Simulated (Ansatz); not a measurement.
C2H6SSi can be A, `S[SiH]1CC1`, or B, `[SiH3]/C=C\S`.

Program: Ansatz. Geometries: PBE0-D4/def2-TZVP. ΔE: electronic, gas phase. CCSD(T)/CBS adds triple-zeta CCSD(T) − MP2 to the extrapolated MP2 energy (def2 sets, frozen cores). DFT in def2-TZVPP. B3LYP here is the variant with VWN-RPA as its local correlation; programs differ in this. One conformer a species, not always the lowest.

A:

```xyz
10

S    -0.040    2.416    0.556
Si   -0.280    0.594   -0.503
C     0.707   -0.891   -0.038
C    -0.746   -0.879    0.497
H     0.996    2.853   -0.181
H    -0.780    0.723   -1.887
H     0.933   -1.633   -0.797
H     1.489   -0.793    0.707
H    -0.856   -0.775    1.571
H    -1.422   -1.616    0.075
```

B:

```xyz
10

Si    0.2658    0.7255   -1.1358
C     0.3937   -0.8147   -0.1090
C    -0.1442   -1.0103    1.0982
S    -1.0972    0.0768    2.0661
H     1.2025    0.6303   -2.2839
H    -1.1166    0.9206   -1.6557
H     0.6054    1.9350   -0.3327
H     0.9549   -1.6518   -0.5174
H    -0.0162   -1.9568    1.6187
H    -1.0481    1.1454    1.2515
```

**Question.** Which is lower in electronic energy at CCSD(T)/CBS, and by how much? (An estimate is asked.)

**Answer.** Ansatz gave: A, by 61.8 kJ/mol.

**Question.** Give E(B) − E(A) in kJ/mol with B3LYP, LDA (SPW92), CCSD(T)/def2-TZVPP, ωB97M-V, B2PLYP, CCSD(T)/def2-SVP, HF/def2-TZVPP. (Best estimate.)

**Answer.** The calculation gave: B3LYP 51.6, LDA (SPW92) 78.7, CCSD(T)/def2-TZVPP 58.9, ωB97M-V 68.6, B2PLYP 56.1, CCSD(T)/def2-SVP 46.9, HF/def2-TZVPP 42.1. None reverses the order clearly.

**Question.** Does the order hold for the free energy at 298.15 K (harmonic terms from PBE0-D4)? (An estimate is asked.)

**Answer.** Computed: Yes: G(B) − G(A) = +44.3 kJ/mol, for one conformer each. Modes under 60 cm⁻¹, often nearly free rotors, make the harmonic entropy too high.

Largest T1 diagnostic: 0.013.

From PBE to PBE0 (25 % exact exchange), in def2-TZVPP and without D4, E(B) − E(A) moves by +7.9 kJ/mol. At CCSD(T), def2-SVP lies −14.9 kJ/mol from the extrapolated value and def2-TZVPP −2.9 kJ/mol.
